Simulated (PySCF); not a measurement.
# Correlation energy of Ca (calcium, neutral)

[Ar] 3d2, high-spin 3F determinant (an excited configuration). Calculation: PySCF 2.14, in aug-cc-pVDZ-X2C; the spin-free X2C one-electron Hamiltonian (Gaussian nucleus). Frozen: [Ar]; 2 electrons correlated.

With two correlated electrons CCSD is exact within the correlated space (frozen core and kept virtual orbitals).

```tsv
level	correlation energy (mhartree)
CCSD	-12.97
```

Diagnostics: T1 = 0.049, D1 = 0.0698, largest double amplitude 0.168.

T1 exceeds 0.03, a sign that the reference determinant is poor. A double-excitation amplitude exceeds 0.15, a sign of near-degeneracy.

Cost of the coupled-cluster step: of the order of 0.11 core-seconds, for 2 correlated electrons.
